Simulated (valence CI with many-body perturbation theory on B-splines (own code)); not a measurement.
# Ladder of approximations for Cl³⁺

Computed by valence CI with perturbative core correlation (CI+MBPT): four valence electrons over a frozen Dirac-Fock core [Ne], radial functions for each j: 11 s, 11 p, 9 d, 7 f, 5 g, 2 h, 1 i, with the one-electron correlation potential Σ1, the two-electron term Σ2, the three-electron term Σ3, Breit, model QED; selected CI, second order for the rest, scaled by the run's own slope (own B-spline code, finite nucleus).

Set against measurement, 21 paired levels are off by 44 cm⁻¹ on average, the worst by 187. These come from a selection out of Moore, Atomic Energy Levels, vol. I, NSRDS-NBS 35 (1971 reprint of NBS Circular 467, 1949), an old analysis. Levels without a partner in it may be off by more. Among the levels kept, up to 320 cm⁻¹ of a level comes from second order outside the variational space, and about a tenth of that is noise between levels of different J, which matters for small intervals.

Each rung adds one term. CI alone is the Dirac-Coulomb CI over the frozen core; QED comes last and gives the full result, which names the levels. Energies are above 3s2.3p2 3P_0 on the same rung, in cm⁻¹.

Names give the largest LS component (configuration and term), which can be under half, so a name can repeat, a term be missing and a line seem to break the LS rules; names also repeat where a configuration has a term twice.

| Level | CI alone |
| --- | --- |
| 3s2.3p2 3P_1 | 499 |
| 3s2.3p2 3P_2 | 1370 |
| 3s2.3p2 1D_2 | 13994 |
| 3s2.3p2 1S_0 | 32994 |
| 3s.3p3 5S°_2 | 70846 |
| 3s.3p3 3D°_1 | 102068 |
| 3s.3p3 3D°_2 | 102109 |
| 3s.3p3 3D°_3 | 102206 |
| 3s.3p3 3P°_2 | 119950 |
| 3s.3p3 3P°_1 | 119962 |
| 3s.3p3 3P°_0 | 119957 |
| 3s2.3p.3d 1D°_2 | 129208 |
| 3s2.3p.3d 3F°_2 | 154707 |
| 3s2.3p.3d 3F°_3 | 155188 |
| 3s2.3p.3d 3F°_4 | 155841 |
| 3s.3p3 3S°_1 | 166973 |

What do these energies become with core correlation, Breit and QED?

3s2.3p2 3P_1 493 (-6.1); 3s2.3p2 3P_2 1345 (-25); 3s2.3p2 1D_2 13837 (-157); 3s2.3p2 1S_0 32695 (-299); 3s.3p3 5S°_2 71896 (+1050); 3s.3p3 3D°_1 102675 (+607); 3s.3p3 3D°_2 102712 (+603); 3s.3p3 3D°_3 102794 (+588); 3s.3p3 3P°_2 120260 (+310); 3s.3p3 3P°_1 120274 (+312); 3s.3p3 3P°_0 120277 (+319); 3s2.3p.3d 1D°_2 129337 (+129); 3s2.3p.3d 3F°_2 154734 (+26); 3s2.3p.3d 3F°_3 155200 (+13); 3s2.3p.3d 3F°_4 155838 (-3.0); 3s.3p3 3S°_1 164908 (-2066).

How does the ionisation energy move along the ladder, and which term matters most?

CI alone 53.054, + Σ1 53.351, + Σ2 53.221, + Σ3 53.187, + Breit 53.178, + QED 53.180 eV. The largest step is Σ1, 0.297 eV. NIST lists 53.24 ± 0.12 eV (semi-empirical).
